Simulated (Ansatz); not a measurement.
A structure relaxed at PBE-D4/def2-SVP in Ansatz, charge 0, singlet:

```xyz
44

H     9.925    1.986   -3.103
C     8.924    1.561   -2.939
C     8.032    2.173   -2.127
C     6.669    1.733   -1.808
C     6.080    0.564   -2.350
C     4.781    0.192   -2.011
C     3.991    0.963   -1.117
C     2.636    0.523   -0.808
C     1.727    1.160   -0.014
C     0.372    0.720    0.293
C    -0.188   -0.495   -0.187
C    -1.489   -0.870    0.130
C    -2.317   -0.055    0.949
C    -3.686   -0.402    1.311
C    -4.363   -1.534    0.965
C    -5.736   -1.883    1.327
C    -6.583   -1.036    2.086
C    -7.887   -1.422    2.406
C    -8.388   -2.665    1.978
C    -7.567   -3.518    1.224
C    -6.260   -3.130    0.903
C    -1.758    1.156    1.428
C    -0.453    1.532    1.111
C     4.583    2.131   -0.574
C     5.883    2.502   -0.913
H     8.696    0.619   -3.464
H     8.338    3.113   -1.633
H     6.652   -0.062   -3.050
H     4.346   -0.721   -2.449
H     2.342   -0.426   -1.288
H     2.016    2.116    0.455
H     0.415   -1.160   -0.823
H    -1.879   -1.819   -0.266
H    -4.199    0.350    1.935
H    -3.846   -2.291    0.351
H    -6.213   -0.057    2.429
H    -8.525   -0.747    2.996
H    -9.416   -2.966    2.232
H    -7.948   -4.493    0.883
H    -5.619   -3.802    0.312
H    -2.374    1.811    2.065
H    -0.048    2.480    1.500
H     4.014    2.759    0.129
H     6.318    3.415   -0.475
```

Problem. Give its formula, name or SMILES.

Solution. `[H]/C=C/c1ccc(/C=C/c2ccc(/C=C/c3ccccc3)cc2)cc1`.

Problem. Summarise the bond lengths by kind (pairs closer than 1.2 times the sum of covalent radii, bridged metal pairs left out).

Solution. 26 × C–C 1.35 to 1.47 Å; 20 × C–H 1.10 to 1.11 Å.

Single mean-field runs in def2-SVP are fitted with def2-universal-jkfit.
